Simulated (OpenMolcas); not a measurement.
# N+: the spin-orbit constant, Slater's ratio, thermal populations, worked from levels

- Program: OpenMolcas 26.06
- Basis: ANO-R2 [4s4p2d1f]
- Scalar Hamiltonian: X2C, finite nucleus
- Active space: 4 electrons in 4 orbitals (2s 2p)
- State averaging: 2S+1 = 3 even, 6 roots; 2S+1 = 1 even, 6 roots; 2S+1 = 5 odd, 1 root; 2S+1 = 3 odd, 9 roots; 2S+1 = 1 odd, 8 roots
- Spin-orbit coupling: RASSI with atomic mean-field integrals over the reference wave functions, term energies averaged over their components

Methods: CASSCF; MS-CASPT2, IPEA 0.25 Eh, imaginary shift 0.1 Eh (closed shells correlated: 1s). Measured levels: NIST Handbook of Basic Atomic Spectroscopic Data.

**The spin-orbit constant.** For the Hund term ³P of p2, E(J) = (A/2) J(J+1) + constant and ζ = 2S·A = 2A. From J = 0 to J = 2 the energy changes by 3 A.

```tsv
Source	E(2) - E(0)	A	ζ
CASSCF	131.3	43.8	88
MS-CASPT2	132.0	44.0	88
measured	130.8	43.6	87
```

All in cm-1. MS-CASPT2 is off by +0.9 % and CASSCF by +0.4 %. Both methods take the spin-orbit matrix elements from the reference wave functions, so the second can move ζ only through the term energies and any multistate remixing. Second-order mixing with other terms is absorbed into this ζ.

**Slater's ratio.** With one set of orbitals, p2 has ¹D - ³P = 6 F2 and ¹S - ¹D = 9 F2 (F2 = F²/25), a ratio of 3/2. Term energies are centres of gravity, weighted by 2J + 1.

```csv
Source,¹D - ³P,¹S - ³P,F2 from the first,Ratio
CASSCF,17409,30582,2902,0.757
MS-CASPT2,15199,31701,2533,1.086
measured,15227,32600,2538,1.141
```

Energies in cm-1. A ratio away from 3/2 shows effects beyond one configuration with one set of orbitals, and in heavier atoms second-order spin-orbit shifts. In CASSCF the valence s occupation is 1.86 in ¹S against 1.96 in ¹D: mixing out of s² acts most on ¹S and pulls it down.

**Thermal populations.** Z = Σ (2J + 1) exp(-E/kT) with k = 0.695035 cm-1/K, over the levels below. No other level of either list lies under 90000 cm-1, which is above 7 kT at each temperature.

| Level | 2J + 1 | MS-CASPT2 | measured |
| --- | --- | --- | --- |
| 2s² 2p² ³P₀ | 1 | 0.0 | 0.0 |
| 2s² 2p² ³P₁ | 3 | 44.4 | 48.7 |
| 2s² 2p² ³P₂ | 5 | 132 | 131 |
| 2s² 2p² ¹D₂ | 5 | 15290 | 15316 |
| 2s² 2p² ¹S₀ | 1 | 31790 | 32689 |
| 2s 2p³ ⁵S°₂ | 5 | 44160 | 46785 |

| T (K) | Z, MS-CASPT2 | Z, measured levels | Ground level (%), MS-CASPT2 | Ground level (%), measured levels |
| --- | --- | --- | --- | --- |
| 5000 | 8.837 | 8.834 | 11.3 | 11.3 |
| 8000 | 9.184 | 9.180 | 10.9 | 10.9 |
| 12000 | 9.752 | 9.740 | 10.3 | 10.3 |

At 12000 K, kT = 8340 cm-1, and the computed levels give Z = 1.000 + 2.984 + 4.921 + 0.799 + 0.022 + 0.025 = 9.752.

CASPT2 does not keep the components of a term degenerate, so their means are used; among the terms shown or strongly mixed into the levels shown the widest spread is 36 cm-1 (2s² 2p² ¹D, MS-CASPT2). Without dynamic correlation excited terms often stand tens of per cent too high (terms of higher spin than the ground term too low), and those without a measured partner can miss by more than the paired ones (holds for CASSCF). Computed and measured levels are paired by configuration, term and J; levels that our copy of the source lacks, or whose pairing is in doubt (as where it misses far off the trend of its configuration), stay unpaired and out of the deviations. Levels of configurations outside the active space are missing.

° marks odd parity.
